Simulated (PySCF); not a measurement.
## TDDFT excited states: C2H3F5OSi

C₂H₃F₅OSi.
Atom-mapped SMILES: `[OH:1][SiH2:2][C:3]([F:4])([F:5])[C:6]([F:7])([F:8])[F:9]` (hydrogens: H10 on O1; H11, H12 on Si2)

Structure used (GFN2-xTB), in Å, numbered top down from 1:
```xyz
12
C2H3F5OSi angstrom
O      1.869    0.227    0.938
Si     1.195   -0.875   -0.014
C     -0.483   -0.166   -0.722
F     -1.284   -1.151   -1.209
F     -0.249    0.675   -1.774
C     -1.279    0.620    0.318
F     -0.588    1.710    0.692
F     -2.477    1.035   -0.087
F     -1.461   -0.117    1.421
H      1.976    1.163    0.777
H      0.841   -1.969    0.867
H      1.941   -1.154   -1.233
```

Level of theory: PySCF, TDDFT PBE0/def2-SVPD, vertical, gas phase, core orbitals frozen in the response.

List the vertical singlet excitations with oscillator strengths and describe the spectrum.

```
state  E (eV)  λ (nm)       f  |μ| (D)  main configurations (H = HOMO, L = LUMO)
   S1    7.14   173.7  0.0027     0.31                                 H→L (97%)
   S2    7.81   158.8  0.0050     0.41                               H-1→L (97%)
   S3    8.22   150.9   0.044     1.19                  H→L+1 (77%), H→L+2 (14%)
   S4    8.47   146.5   0.011     0.58                  H→L+2 (69%), H→L+1 (19%)
   S5    8.74   141.8  0.0031     0.30     H→L+3 (63%), H→L+4 (15%), H→L+2 (10%)
   S6    8.88   139.6   0.013     0.63                             H-1→L+1 (88%)
```

Triplets, Tamm–Dancoff:

```tsv
state	E (eV)	λ (nm)	main configurations (H = HOMO, L = LUMO)
T1	6.68	185.7	H→L (92%)
T2	7.35	168.7	H-1→L (92%)
```

The lowest singlet comes at 174 nm (689 kJ/mol) in the vacuum ultraviolet; it is very weak; its leading configuration is HOMO→LUMO (97%). The most intense listed level is S3 at 8.22 eV (151 nm, f = 0.044), 1.08 eV above S1. Löwdin shares by element: HOMO carbon 23% or more, oxygen 18%, silicon 16%, fluorine 13% or more (atoms not listed hold the other 30%); LUMO silicon 29%, oxygen 18%, hydrogen 17% or more (atoms not listed hold the other 36%). The listed states span 1.75 eV, and the widest gap between neighbours is 0.67 eV (S1 to S2). The oscillator strengths of these states sum to 0.079; summed over the whole spectrum of an exact calculation they would give the number of electrons, 82 (Thomas–Reiche–Kuhn). Of the 6 states listed, 3 reach f = 0.01 and none stays under 0.0005. Singlets were solved by full linear response, triplets in the Tamm–Dancoff approximation.

Cost: about 1.9 min of CPU time on one thread (with the writing of density and orbital grids); the machine was shared, so the figure is rough.

One conformer stands for the species.
